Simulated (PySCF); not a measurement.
B(OMe)3 (C3H9BO3), SMILES O(C)B(OC)OC.

The structure is a stationary point at PBE0-D3(BJ)/def2-SVP. The isomer is the one that the SMILES or the coordinates give; other isomers of the formula were not compared. The values are those of a single conformer.

Calculation: PySCF with TDA-B3LYP/def2-SVPD.

Vertical excitations. Gas-phase values at a fixed geometry.

```
state  energy (eV)  λ (nm)      f                                                                main pairs
-----  -----------  ------  -----  ------------------------------------------------------------------------
S1            7.17     173  0.000                                                            HOMO→LUMO 98 %
S2            7.17     173  0.000                                                          HOMO−1→LUMO 98 %
S3            8.01     155  0.054  HOMO→LUMO+1 41 %, HOMO−1→LUMO+2 39 %, HOMO→LUMO+2 7 %, HOMO−1→LUMO+1 7 %
S4            8.11     153  0.001                    HOMO−2→LUMO 42 %, HOMO→LUMO+1 25 %, HOMO−1→LUMO+2 23 %
S5            8.11     153  0.000                                      HOMO→LUMO+2 44 %, HOMO−1→LUMO+1 43 %
S6            8.12     153  0.001  HOMO−2→LUMO 46 %, HOMO−1→LUMO+2 17 %, HOMO→LUMO+1 14 %, HOMO−3→LUMO 14 %
T1            7.08     175      0                                                            HOMO→LUMO 96 %
T2            7.08     175      0                                                          HOMO−1→LUMO 96 %
```
Triplets are in the Tamm–Dancoff approximation.
